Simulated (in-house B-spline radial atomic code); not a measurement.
# Ionising the chlorine ion Cl⁶⁺ with different functionals

Computed with a radial B-spline atomic code at the basis-set limit: four-component Dirac-Coulomb Hamiltonian, Fermi nucleus of rms radius 3.3654 fm, spin-restricted, spherical fractional occupations for the functionals, and exact exchange of hybrids averaged over the configuration. The ionisation energy is the difference of two self-consistent energies, [Ne] 3s1 → [He] 2s2 2p6, without Breit or QED terms; ε is the level of the shell that loses the electron (mean over j).

```json
{"method": "BHandHLYP", "rung": "global hybrid", "ΔSCF (eV)": "114.85", "-ε(3s) (eV)": "110.45"}
{"method": "B97-1", "rung": "global hybrid", "ΔSCF (eV)": "114.16", "-ε(3s) (eV)": "107.64"}
{"method": "LC-wPBE", "rung": "range-separated hybrid", "ΔSCF (eV)": "114.27", "-ε(3s) (eV)": "110.98"}
{"method": "wB97X", "rung": "range-separated hybrid", "ΔSCF (eV)": "112.00", "-ε(3s) (eV)": "110.61"}
```

(1) How do they compare with the NIST value?

## Answers

(1) NIST lists 114.201 eV (measured, ground level to ground level). Errors run from -2.20 to +0.65 eV; B97-1 is closest (-0.04 eV), but part of that can be cancellation, since the calculations leave out Breit-QED terms, spin polarisation.
